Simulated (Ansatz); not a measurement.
Coupled-cluster run, H6OSi2Te, SMILES `O[SiH]([SiH3])[TeH]`.

```yaml
crystal:
  periodic: [false, false, false]
  atoms:
    - {symbol: O, position_ang: [-0.730267, 1.867801, -0.830719]}
    - {symbol: Si, position_ang: [-0.542081, 0.748041, 0.366197]}
    - {symbol: Si, position_ang: [1.427971, -0.500905, 0.173189]}
    - {symbol: Te, position_ang: [-2.414466, -0.908984, 0.488727]}
    - {symbol: H, position_ang: [-0.982550, 1.544573, -1.697448]}
    - {symbol: H, position_ang: [-0.611727, 1.520819, 1.630073]}
    - {symbol: H, position_ang: [1.316497, -1.383215, -1.021452]}
    - {symbol: H, position_ang: [1.599228, -1.346537, 1.383570]}
    - {symbol: H, position_ang: [2.622301, 0.372142, 0.009639]}
    - {symbol: H, position_ang: [-1.601706, -1.964837, -0.498878]}
basis:
  gaussian: {orbitals: def2-TZVPP}
correlation: {method: ccsd_t}
output: {orbitals: {seedname: orbitals}}
```

```sh
$ ansatz run in.yaml --threads 4 --pin off --events-out ev --progress --plain
```

Log, shortened:

```
Functional definition: HF
1619 factors; integrals over basis functions are off by at most 9.9e-4 eV
mean field evaluation 1: about -25121.7123 eV, gradient 3.7e1 eV
mean field evaluation 2: about -25122.0021 eV, gradient 3.8e1 eV
mean field evaluation 4: about -25125.3493 eV, gradient 3.6e0 eV
mean field evaluation 8: about -25125.4297 eV, gradient 2.2e-1 eV
mean field -25125.42996089 eV, -923.3425204347 hartree, gradient 9.9e-6 eV, S^2 0.000000; 0 other end points of the search recorded, 0 dependent functions left out
15 core orbitals not correlated: weight in the atoms' cores, before any rotation towards them, 1.000 or more for the frozen orbitals, at most 0.000 for the correlated occupied ones
reference -25125.42996089 eV, -923.3425204347 hartree; 18, 18 occupied and 216, 216 virtual orbitals, 1619 factors
second order -26.12331443 eV of doubles, -0.00000000 eV of singles
cycle   1  -25.82860450 eV  change    2.9e-1 eV  update   1.2e-1
cycle   2  -26.53207092 eV  change   -7.0e-1 eV  update   3.4e-2
cycle   3  -26.64555016 eV  change   -1.1e-1 eV  update   1.7e-2
cycle   4  -26.62211643 eV  change    2.3e-2 eV  update   4.5e-3
cycle   5  -26.61991056 eV  change    2.2e-3 eV  update   2.1e-3
cycle   6  -26.62116754 eV  change   -1.3e-3 eV  update   6.1e-4
cycle   7  -26.62064102 eV  change    5.3e-4 eV  update   2.3e-4
cycle   8  -26.62049752 eV  change    1.4e-4 eV  update   7.8e-5
cycle   9  -26.62056549 eV  change   -6.8e-5 eV  update   3.3e-5
cycle  10  -26.62057527 eV  change   -9.8e-6 eV  update   1.2e-5
perturbative correction -0.82788554 eV, -0.0304242324 hartree
Total energy: -25152.87842170 eV, -924.3512327640 hartree
```

It took 42 s on 4 threads of a server CPU on a shared host, with 5.7 GiB of host memory at the peak.

MP2 recovers 95.2 % of the CCSD(T) correlation energy and the triples give 3.0 %; T1 = 0.0122.
